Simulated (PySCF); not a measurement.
# One molecule, several mistakes: AlB2H5

These are calculations, not measurements. The program is PySCF 2.14.0, an open-source quantum chemistry code, run on an isolated molecule that a program drew, which may never have been made. The molecule is AlB2H5 (charge 0, singlet), drawn as the SMILES string `[BH2][AlH][BH2]`.

Each row is a Hartree-Fock (HF) and frozen-core CCSD(T) single point in the cc-pV(D+d)Z basis, meant for a local HF minimum. Run 1 is clean. Each other run has one planted mistake out of seven kinds, and not every kind appears here: one electron removed, one electron added, multiplicity raised by two, geometry at a saddle point, minimal basis STO-3G, one bond length entered in bohr, all coordinates scaled. The reference is restricted for singlets and unrestricted otherwise, and also for a bond in bohr. Adding or removing an electron swaps singlet and doublet. Electrons count all cores. HOMO and LUMO are orbital energies over both spins, the gradient is its largest component, and the lowest frequency (negative if imaginary) is given only where the gradient is small. Bond lengths are over the 7 bonds as drawn. T1 is the CCSD diagnostic: over 0.02 (restricted) or 0.045 (unrestricted) a single reference is doubtful.

Geometry of the clean run:
```xyz
8
AlB2H5, angstrom
B    -1.0500    0.8292   -1.2929
Al   -0.3786    0.2809    0.6783
B    -1.5820    0.4784    2.4531
H    -1.6107    0.0561   -2.0288
H    -0.8935    1.9332   -1.7513
H     1.0969   -0.3057    0.8326
H    -1.5866    1.4762    3.1297
H    -2.3040   -0.4008    2.8519
```

```
run  electrons  basis functions  <S^2>  HOMO (eV)  LUMO (eV)  gradient (hartree/bohr)  lowest frequency (cm^-1)  mean bond (Å)  longest bond (Å)      T1  HF (hartree)  CCSD(T) (hartree)                 mistake
  1         28               76  0.000      -9.59       1.07                  1.2e-05                       139         1.5321             2.153  0.0129    -294.10709         -294.39279                no fault
  2         27               76  0.847     -15.49      -7.31                  4.5e-02                         -         1.5321             2.153  0.0247    -293.79718         -294.05769    one electron removed
  3         29               76  0.823      -0.42       5.80                  2.0e-02                         -         1.5321             2.153  0.0526    -294.09058         -294.40449      one electron added
  4         28               76  0.000      -9.54       1.05                  1.3e-02                         -         1.5734             2.212  0.0127    -294.10349         -294.39017  all coordinates scaled
  5         28               76  0.000      -9.51      -0.17                  1.4e-05                      -218         1.5413             2.187  0.0085    -294.09703         -294.38130                       ?
  6         28               76  2.045      -7.41      -0.67                  4.2e-02                         -         1.5321             2.153  0.0269    -294.02238         -294.29810                       ?
```

**Which mistake was planted in run 5, and what did it cost?**

The gradient is small, so the point is stationary, but the lowest frequency is imaginary (-218 cm^-1). So the mistake is: geometry at a saddle point. Subtracting run 1 and multiplying by 627.51 kcal/mol a hartree, the energy moved by 6.3 kcal/mol in HF and 7.2 kcal/mol in CCSD(T).

**Which mistake was planted in run 6, and what did it cost?**

Electrons, basis and geometry are unchanged, and <S^2> is 2.045, beside S(S+1) = 2.00 for a multiplicity of 3. So the mistake is: multiplicity raised by two. Subtracting run 1 and multiplying by 627.51 kcal/mol a hartree, the energy moved by 53.2 kcal/mol in HF and 59.4 kcal/mol in CCSD(T).

Cautions from the logs. Run 3: T1 is over the limit, so its CCSD(T) energy is less reliable.
